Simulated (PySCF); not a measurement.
# How the method moves the HOMO and LUMO of `CC(C)(C)C(=O)O`

C5H10O2.
Structure used (PBE0-D3(BJ)/def2-SVP), in Å, numbered top down from 1:
```xyz
17
C5H10O2 angstrom
C     -0.504    1.305   -0.735
C     -0.407   -0.068   -0.078
C     -0.933   -1.155   -1.025
C     -1.200   -0.094    1.235
C      1.055   -0.363    0.228
O      1.986    0.355   -0.028
O      1.220   -1.548    0.836
H     -0.107    2.089   -0.074
H      0.072    1.339   -1.670
H     -1.555    1.538   -0.962
H     -0.375   -1.161   -1.974
H     -1.992   -0.964   -1.257
H     -0.853   -2.153   -0.570
H     -1.133   -1.077    1.722
H     -2.261    0.121    1.031
H     -0.831    0.667    1.939
H      2.173   -1.645    0.983
```

Basis pcSseg-1 throughout (PySCF), one geometry. The structure is a single PBE0-D3(BJ)/def2-SVP conformer in the gas phase; no vibrational or solvent corrections.

**Question.** How do the orbital energies, the gap and the dipole change with the method?

**Answer.** 
```json
{"method": "BLYP", "kind": "GGA", "HOMO (eV)": "-6.15", "LUMO (eV)": "-0.68", "gap (eV)": "5.47", "μ (D)": "1.61", "SCF cycles": "15"}
{"method": "KT2", "kind": "GGA", "HOMO (eV)": "-6.43", "LUMO (eV)": "-0.77", "gap (eV)": "5.65", "μ (D)": "1.62", "SCF cycles": "16"}
{"method": "LDA", "kind": "LDA", "HOMO (eV)": "-6.46", "LUMO (eV)": "-1.09", "gap (eV)": "5.38", "μ (D)": "1.63", "SCF cycles": "15"}
{"method": "B97-2", "kind": "global hybrid", "HOMO (eV)": "-7.62", "LUMO (eV)": "0.26", "gap (eV)": "7.88", "μ (D)": "1.70", "SCF cycles": "14"}
{"method": "B3LYP", "kind": "global hybrid", "HOMO (eV)": "-7.65", "LUMO (eV)": "0.06", "gap (eV)": "7.72", "μ (D)": "1.68", "SCF cycles": "14"}
{"method": "PBE0", "kind": "global hybrid", "HOMO (eV)": "-7.91", "LUMO (eV)": "0.34", "gap (eV)": "8.25", "μ (D)": "1.70", "SCF cycles": "14"}
{"method": "mPW1PW91", "kind": "global hybrid", "HOMO (eV)": "-7.96", "LUMO (eV)": "0.31", "gap (eV)": "8.27", "μ (D)": "1.71", "SCF cycles": "14"}
{"method": "BHandHLYP", "kind": "global hybrid", "HOMO (eV)": "-9.50", "LUMO (eV)": "1.61", "gap (eV)": "11.11", "μ (D)": "1.78", "SCF cycles": "13"}
{"method": "wB97X-D", "kind": "range-separated hybrid", "HOMO (eV)": "-9.86", "LUMO (eV)": "2.21", "gap (eV)": "12.07", "μ (D)": "1.73", "SCF cycles": "14"}
```

The HOMO spans 3.71 eV, from BLYP down to wB97X-D, and the gap runs from 5.38 eV (LDA) to 12.07 eV (wB97X-D). Over the methods BLYP (0 %), KT2 (0 %), LDA (0 %), B97-2 (21 %), B3LYP (20 %), PBE0 (25 %), mPW1PW91 (25 %), BHandHLYP (50 %), a straight line through the gap against the share of exact exchange rises by 1.12 eV for each 10 % (correlation coefficient 0.999). The dipole ranges from 1.61 D (BLYP) to 1.78 D (BHandHLYP). This basis has no diffuse functions.

The vertical ΔSCF ionisation energy at CAM-B3LYP/def2-SVPD is 10.39 eV; −ε(HOMO) comes closest to it with wB97X-D (9.86 eV).
